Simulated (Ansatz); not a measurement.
Relaxation of ClFH₄Sn (7 atoms, charge 0, multiplicity 1), to a largest force component of 0.03 eV/Å in at most 50 steps.

Theory: RHF/def2-SVP in Ansatz 0.2.0.

```xyz
7
Properties=species:S:1:pos:R:3
Sn 0.216 0.000 -0.099
Cl 0.297 0.000 2.305
H 1.865 0.000 -0.523
H -0.548 1.434 -0.578
H -0.548 -1.434 -0.578
F -2.612 0.000 1.106
H -2.244 0.000 1.940
```

Where does it end, and by what steps?

The run converged. After 6 steps the energy has fallen by 0.028 eV; F6 moved furthest, 0.27 Å.

```json
{"step": "0", "energy less start (eV)": "0.0000", "largest force component (eV/Å)": "0.361", "accepted": "yes"}
{"step": "1", "energy less start (eV)": "0.0461", "largest force component (eV/Å)": "2.006", "accepted": "no"}
{"step": "2", "energy less start (eV)": "-0.0129", "largest force component (eV/Å)": "0.838", "accepted": "yes"}
{"step": "3", "energy less start (eV)": "-0.0196", "largest force component (eV/Å)": "0.437", "accepted": "yes"}
{"step": "4", "energy less start (eV)": "-0.0263", "largest force component (eV/Å)": "0.175", "accepted": "yes"}
{"step": "5", "energy less start (eV)": "-0.0269", "largest force component (eV/Å)": "0.054", "accepted": "yes"}
{"step": "6", "energy less start (eV)": "-0.0280", "largest force component (eV/Å)": "0.017", "accepted": "yes"}
```

```xyz
7
Properties=species:S:1:pos:R:3
Sn 0.280 0.000 -0.148
Cl 0.192 0.000 2.243
H 1.943 0.000 -0.501
H -0.491 1.426 -0.644
H -0.491 -1.426 -0.644
F -2.806 0.000 1.297
H -2.201 0.000 1.972
```

Whether the end is a true minimum wasn't checked by a vibrational analysis.

Time of the run: 26 s on 1 thread of Intel(R) Xeon(R) Platinum 8259CL CPU @ 2.50GHz (Skylake/Cascade Lake), with other jobs on the host, peak memory 0.17 GiB.
